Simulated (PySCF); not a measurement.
LiIn, CCSD(T): how much the basis matters

PySCF, RHF reference; singlet, unpaired electrons none; De to Li + In without counterpoise correction. Frozen cores follow the default of each basis and core potential.

```
                     basis                           relativity  functions  Re (Å)  ωe (cm⁻¹)  De (eV)  frozen orbitals
                  def2-SVP  scalar-relativistic core potentials         35   3.028        257     0.83                4
        cc-pVDZ/cc-pVDZ-PP  scalar-relativistic core potentials         37   3.008        270     0.95                4
aug-cc-pVDZ/aug-cc-pVDZ-PP  scalar-relativistic core potentials         55   3.002        266     0.95                4
```

Question: How does each smaller set differ from the one with most functions, aug-cc-pVDZ/aug-cc-pVDZ-PP?

Answer: def2-SVP: +2.6 pm, -3.4 % in ωe, -0.12 eV in De; cc-pVDZ/cc-pVDZ-PP: +0.6 pm, +1.5 % in ωe, +0.00 eV in De. All at CCSD(T); the set with most functions is neither the basis-set limit nor always the best.

Correlated steps freeze 4 core orbitals. Correlated levels converge slowly with the basis: in double zeta they bind strong bonds too weakly, by up to about 1 eV, and carry superposition errors of some tenths. Spin–orbit coupling is left out, which matters for elements this heavy, above all for dissociation energies. Where the molecule has an RHF reference, its open-shell atoms are computed with UHF.
